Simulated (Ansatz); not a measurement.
B2H6Si2 (`[SiH3]B1B[SiH2]1`). Total charge 0; spin multiplicity 1. Geometry: relaxed with PBE0-D4/def2-TZVP.

```xyz
10

Si    0.319    0.667   -1.679
B     0.573   -0.329    0.008
B     1.043   -1.169    1.150
Si   -0.855   -0.160    1.277
H     1.425    1.643   -1.874
H     0.313   -0.269   -2.836
H    -0.965    1.420   -1.693
H     1.267   -1.790    2.128
H    -2.007    0.691    0.885
H    -1.112   -0.704    2.635
```

What is the dipole moment at B3LYP/def2-TZVPP? (Best estimate.)

The calculation gave: 1.68 D, with components (-0.94, -0.16, 1.38) D in this frame, pointing from negative to positive charge.

And with PBE, r2SCAN, ωB97M-V? (Best estimate.)

The calculation gave: PBE 1.62 D, r2SCAN 1.67 D, ωB97M-V 1.84 D.

Give the Mulliken charges with B3LYP, ωB97M-V, PBE in def2-TZVPP. (Estimate.)

Computed: 
| atom | B3LYP | ωB97M-V | PBE |
| --- | --- | --- | --- |
| Si1 | 0.14 | 0.05 | 0.09 |
| B2 | 0.14 | -0.02 | 0.15 |
| B3 | -0.16 | -0.14 | -0.15 |
| Si4 | 0.03 | -0.01 | 0.01 |
| H5 | -0.07 | -0.03 | -0.05 |
| H6 | -0.07 | -0.03 | -0.05 |
| H7 | -0.07 | -0.04 | -0.06 |
| H8 | 0.09 | 0.16 | 0.08 |
| H9 | -0.01 | 0.03 | -0.01 |
| H10 | -0.03 | 0.02 | -0.01 |

B3LYP here is the variant with VWN-RPA as its local correlation; programs differ in this.
